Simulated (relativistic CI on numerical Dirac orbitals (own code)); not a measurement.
A reference radial Dirac CI calculation of W IV gave the lowest total energy -16125.68439 Ha in 25 SCF steps, from this input:

```
atom W  Z=74  charge=3  electrons=71
nucleus A=184  rms_radius_fm=5.3658
hamiltonian dirac-coulomb  breit=on  qed=on  c_scale=1
orbitals kli  potential=per-configuration
slater_scale 1
correlation none
mixing on
grid step=0.0125 r_max=64.9
scf mixing=0.4 start=green max_iterations=150 tolerance=2e-08 node_fill=0.05
configurations
  [Xe] 4f14 5d3
  [Xe] 4f14 5d2 6s
end
```

One setting was then changed, and the output read:

```
SCF 1: [Xe] 4f14 5d3
 iter      energy (Ha)   residual   last orbital (Ha)
    1    -16096.433899   3.94e+00     -3.53848
    2    -16151.127115   9.65e-01     -1.84316
    3    -16153.893270   2.39e-01     -1.39377
    4    -16154.270311   2.93e-01     -1.38938
    5    -16154.425346   4.53e-02     -1.31001
    6    -16154.433635   5.01e-03     -1.33053
    7    -16154.436510   6.96e-03     -1.32814
    8    -16154.435251   2.15e-03     -1.32540
    9    -16154.435563   3.20e-04     -1.32580
   10    -16154.435613   1.81e-05     -1.32586
   11    -16154.435615   2.56e-07     -1.32587
   12    -16154.435615   1.03e-08     -1.32587
SCF 2: [Xe] 4f14 5d2 6s
 iter      energy (Ha)   residual   last orbital (Ha)
    1    -16098.297346   3.91e+00     -2.08667
    2    -16151.032066   9.76e-01     -1.43691
    3    -16153.783261   2.37e-01     -1.23471
    4    -16154.148092   2.85e-01     -1.22446
    5    -16154.287347   5.04e-02     -1.18742
    6    -16154.298817   4.49e-03     -1.19426
    7    -16154.301291   6.04e-03     -1.19380
    8    -16154.300213   1.04e-03     -1.19261
    9    -16154.300395   1.35e-04     -1.19264
   10    -16154.300422   2.17e-05     -1.19265
   11    -16154.300419   1.28e-07     -1.19264
   12    -16154.300419   5.47e-07     -1.19264
   13    -16154.300419   1.32e-09     -1.19264
orbital energies (Ha): 4d5/2 -9.8908  4f5/2 -2.5728  4f7/2 -2.4909  5s -4.1478  5p1/2 -3.0912  5p3/2 -2.7278  5d3/2 -1.3604  5d5/2 -1.3259
configuration averages (Ha): Dirac-Coulomb, Breit, QED
  5d3                         -16154.435615   17.178736   11.670197
  5d2 6s                      -16154.300419   17.179605   11.671445
levels: no., configuration, term, J, E (cm-1), weight
   1 5d3                    4F   3/2              0.0  0.95
   2 5d3                    4F   5/2           2730.8  0.98
   3 5d3                    4F   7/2           5733.5  0.97
   4 5d3                    4F   9/2           8663.1  0.90
   5 5d3                    4P   3/2          13929.6  0.41
   6 5d3                    4P   1/2          15121.6  0.54
   7 5d3                    2G   7/2          18163.9  0.94
   8 5d3                    2G   9/2          19513.3  0.51
   9 5d3                    4P   5/2          20553.1  0.94
  10 5d3                    2P   1/2          20763.1  0.48
  11 5d3                    4P   3/2          21804.6  0.51
  12 5d3                    2D   5/2          26753.2  0.82
  13 5d3                    2H   11/2         26828.5  1.00
  14 5d3                    2H   9/2          27159.7  0.60
lowest total energy -16125.697452 Ha
end: converged
```

Task: Which setting was changed?
A. QED terms
B. SCF mixing
C. Slater scale
D. configuration list

Result: C. The Slater scale 1.2.
